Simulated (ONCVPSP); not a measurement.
**Building the ONCV potential for aluminium (PBE, scalar-relativistic).**

ONCVPSP 4.0.1 input, shortened (lines: element, Z, core and valence counts, functional; n l f; lmax; l rc ep ncon nbas qcut; lloc lpopt rc5 dvloc0; l nproj debl; icmod fcfact rcfact), PBE, scalar-relativistic:

```
  Al 13.00    3    2        4      upf
    1    0    2.00
    2    0    2.00
    2    1    6.00
    3    0    1.50
    3    1    1.50
    2
    0    1.95    0.00    3    8    4.10
    1    2.25    0.00    3    7    2.90
    2    2.05    0.07    3    7    5.50
    0    5    1.95    0.00
    0    0    3.70
    1    3    3.50
    2    2    1.60
    0    0.00    0.00
```

All-electron outer shells of the reference configuration (PBE, scalar-relativistic, ld1.x):

| shell | level (eV) | outermost node (bohr) | outermost maximum (bohr) |
| --- | --- | --- | --- |
| 2s | -109.10 | 0.16 | 0.50 |
| 2p | -70.57 | – | 0.43 |
| 3s | -8.18 | 0.80 | 2.09 |
| 3p | -3.04 | 0.82 | 2.61 |

Task: Does the generator finish with these settings?

Result: Yes, a potential is produced and its reference levels are reproduced.

Task: Estimate the cutoffs (Ha) at which the residual kinetic energy of the hardest occupied pseudo-wave falls to 1 and 0.1 mHa per electron.

Result: 5.7 Ha and 7.3 Ha. The cutoffs count occupied waves only; projector 3 of the p channel, the hardest unoccupied one, needs 19 Ha at the loose tolerance.

Task: Does the potential have ghost states?

Result: No bound ghost flagged; no localised positive-energy state flagged.

Task: Which valence shell sets the plane-wave cutoff?

Result: 3s: 6 Ha for 1 mHa per electron, against 2 Ha for 3p.

Task: Tests: 3s2 3p1; 3s2 3p0; 3s1 3p0; 3s0 3p3. Which has the largest error in its energy relative to the reference configuration, and how large is it?

Result: 3s0 3p3, with +20 meV (all-electron minus pseudo) on +7.90 eV.
